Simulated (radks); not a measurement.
Ionisation of neutral holmium, [Xe] 4f11 6s2, to [Xe] 4f11 6s1 as the strength of local exchange is varied. Calculated with a radial shooting solver on a logarithmic mesh with Libxc functionals: Dirac Kohn-Sham, Slater X-alpha exchange (alpha = 2/3 is LDA exchange), no correlation, spin-unpolarised, spherical densities, finite nucleus; open shells are shared between the two j in proportion to 2j + 1; Fermi nuclear charge, rms radius 5.2022 fm.

| alpha | E(Ho) (hartree) | exchange (hartree) | IE (eV) | -e of the level emptied (eV) | <r> of it (bohr) |
|---|---|---|---|---|---|
| 0.629 | -12597.9197 | -241.9445 | 5.481 | 2.961 (6s1/2) | 4.167 |
| 0.667 | -12612.5459 | -256.8929 | 5.656 | 3.118 (6s1/2) | 4.125 |
| 0.869 | -12690.6105 | -336.9674 | 6.662 | 4.039 (6s1/2) | 3.906 |
| 0.887 | -12697.5924 | -344.1526 | 6.756 | 4.127 (6s1/2) | 3.887 |
| 0.918 | -12709.6264 | -356.5462 | 6.921 | 4.281 (6s1/2) | 3.855 |
| 0.975 | -12731.7858 | -379.3973 | 7.230 | 4.570 (6s1/2) | 3.798 |
| 1.038 | -12756.3261 | -404.7486 | 7.580 | 4.900 (6s1/2) | 3.737 |

NIST Atomic Spectra Database: 6.022 eV (measured). The Delta-SCF value meets it near alpha = 0.74. Spin polarisation and multiplet splitting are left out, so open shells lie too high by an amount that depends on their filling. Sharing an open shell by 2j + 1 raises it above the true ground level by a part of the spin-orbit splitting, which enters the differences from NIST.

Beside tabulated values, note that spin-unpolarised runs miss the spin-polarisation part of the exchange energy of open shells.
